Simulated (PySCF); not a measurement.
**Chlorine: a sound run and one with changed settings**

Sound run: Cl²⁺ [Ne] 3s2 3p3, Cl³⁺ [Ne] 3s2 3p2. All numbers are calculated (PySCF 2.14, the spin-free X2C one-electron Hamiltonian (Gaussian nucleus), in aug-cc-pVDZ-DK (5s4p2d, 27 functions)). The sound run starts from symmetry-adapted Hartree-Fock orbitals and uses a fine grid where one is needed.

Changed run: initial guess 1e, at most 50 SCF cycles, level shift 10.0 hartree.

| species | method | sound run (hartree) | changed run (hartree) | converged |
| --- | --- | --- | --- | --- |
| Cl²⁺ | UHF | -459.61879 | -459.61879 | no |
| Cl²⁺ | PBE0 | -460.05879 | -460.05873 | no |
| Cl²⁺ | BP86 | -460.24452 | -460.24445 | no |
| Cl³⁺ | UHF | -458.18669 | -458.18668 | no |
| Cl³⁺ | PBE0 | -458.60062 | -458.60062 | no |
| Cl³⁺ | BP86 | -458.78866 | -458.78865 | no |

A level shift slows the SCF but leaves a converged energy unchanged.
